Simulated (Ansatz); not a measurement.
System: GaF3, charge 0, multiplicity 1. 
Structure (B3LYP-D3(BJ)/def2-TZVP (Ansatz, a program for electronic structure) minimum search):
```
Ga
F 1 1.7337
F 1 1.7337 2 120.00
F 1 1.7337 2 120.00 3 -180.00
```

Computed values are from Ansatz. Correlated levels leave the core frozen unless marked. Open shells are spin-unrestricted. No spin-orbit coupling. The frozen core is the preceding noble-gas configuration, with the filled d and f shells of earlier blocks. Non-relativistic. CBS(X,Y): correlation extrapolated as X^-3; Hartree-Fock from the larger set. The bracket is a focal-point correction in the basis named.

Q: What is the dipole moment at CCSD(T)/aug-cc-pVDZ?

A: 0.00 D.

Q: What is the atomisation energy De at RI-MP2/CBS(aug-cc-pVTZ,aug-cc-pVQZ)+[CCSD(T)-MP2]/aug-cc-pVTZ?

A: 1465.4 kJ/mol.

Q: What is the total energy at RI-MP2/CBS(aug-cc-pVTZ,aug-cc-pVQZ)+[CCSD(T)-MP2]/aug-cc-pVTZ?

A: -2222.8761 Eh.

Q: What is the T1 diagnostic at CCSD/aug-cc-pVTZ?

A: 0.015.
